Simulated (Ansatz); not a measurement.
`N=CC(O)=C[SiH3]` + `N=CF` → `N=CN=CF` + `O/C=C/[SiH3]`  (substitution at a C–C bond)

Isolated molecules relaxed with PBE0-D4/def2-TZVP in Ansatz; ΔE leaves out vibrations. CCSD(T)/CBS adds triple-zeta CCSD(T) − MP2 to the extrapolated MP2 energy (def2 sets, frozen cores). This one scheme is used for every species. Functionals use def2-TZVPP. Each species was taken in one conformer, which may not be the lowest.

```json
{"level": "LDA (SPW92)", "ΔE (eV)": "0.12"}
{"level": "ωB97M-V", "ΔE (eV)": "0.10"}
{"level": "PBE-QIDH", "ΔE (eV)": "0.09"}
{"level": "HF/def2-SVP", "ΔE (eV)": "-0.09"}
```

(1) What does CCSD(T)/CBS give? (An estimate is asked.)

Largest T1 diagnostic among the species: 0.014.

Answers

(1) Ansatz gave: +0.14 eV. The listed levels differ from it by -0.02, -0.04, -0.05, -0.23 eV.

Leaving LDA and LC-ωPBE aside and taking each functional with its dispersion term where it has one, the values, not all of them listed here, spread over 0.04 eV, from ωB97X-V to revPBE-D4. LDA lies +0.05 eV from PBE without D4. In def2-TZVPP, CCSD(T) changes the Hartree–Fock value by +0.14 eV (the triples alone add +0.02 eV) and MP2 by +0.16 eV. The D4 term adds +0.05 eV with B3LYP and +0.03 eV with PBE0; it sums over pairs of atoms, weighted by their polarisabilities, and B3LYP, whose exchange is more repulsive, gets the larger term.

B3LYP here is the variant with VWN-RPA as its local correlation; programs differ in this.
